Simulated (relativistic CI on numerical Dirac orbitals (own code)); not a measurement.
Crystal-field levels of Pd3+, 4d7

Calculated by Dirac-Coulomb-Breit CI, separate exchange-only KLI orbitals for each configuration, QED by a radiative potential, one configuration in a parametric crystal field, unscaled Slater integrals (own radial code). With so little scaling, terms lie 10 to 35 % too far apart, which can change the order of excited levels.

Field parameters in Wybourne normalisation: Oh B⁴₀ = 21Dq, B⁴₄ = √(5/14) B⁴₀. The field is a parameter set, without covalency.

S is read from ⟨S²⟩ = S(S + 1).

Site symmetry Oh; labels are those of the double group. Computed levels in cm⁻¹ above the lowest, in rising order:

| Δ (size of 10Dq) | Lowest | No. 2 | No. 3 | No. 4 | No. 5 | No. 6 | No. 7 | No. 8 |
| --- | --- | --- | --- | --- | --- | --- | --- | --- |
| 6000 | Γ6 | 816 Γ8 | 2233 Γ8 | 3269 Γ7 | 6983 Γ8 | 7057 Γ6 | 7736 Γ8 | 8091 Γ7 |
| 10750 | Γ6 | 899 Γ8 | 2304 Γ8 | 3176 Γ7 | 10595 Γ8 | 11140 Γ6 | 11175 Γ8 | 11483 Γ8 |
| 15550 | Γ6 | 793 Γ8 | 1875 Γ8 | 3072 Γ7 | 6684 Γ8 | 14790 Γ8 | 15389 Γ6 | 15639 Γ8 |
| 20350 | Γ8 | 680 Γ6 | 1860 Γ8 | 3659 Γ7 | 4769 Γ8 | 17714 Γ8 | 19405 Γ8 | 19460 Γ6 |
| 25100 | Γ8 | 4546 Γ6 | 5596 Γ8 | 7448 Γ7 | 7871 Γ8 | 22082 Γ8 | 23635 Γ8 | 23752 Γ6 |
| 29900 | Γ8 | 9064 Γ6 | 10070 Γ8 | 11900 Γ7 | 12123 Γ8 | 26678 Γ8 | 28211 Γ8 | 28216 Γ6 |
| 34700 | Γ8 | 13731 Γ6 | 14709 Γ8 | 16512 Γ7 | 16651 Γ8 | 31338 Γ8 | 32798 Γ6 | 32869 Γ8 |
| 39500 | Γ8 | 18452 Γ6 | 19411 Γ8 | 21186 Γ7 | 21283 Γ8 | 36030 Γ8 | 37438 Γ6 | 37564 Γ8 |
| 44250 | Γ8 | 23151 Γ6 | 24093 Γ8 | 25845 Γ7 | 25917 Γ8 | 40694 Γ8 | 42064 Γ6 | 42230 Γ8 |

Ground-state S against |10Dq| in cm⁻¹: 6000: 1.49, 10750: 1.49, 15550: 1.49, 20350: 0.93, 25100: 0.62, 29900: 0.55, 34700: 0.53, 39500: 0.52, 44250: 0.51.

The spin changes between |10Dq| = 15550 and 20350 cm⁻¹.
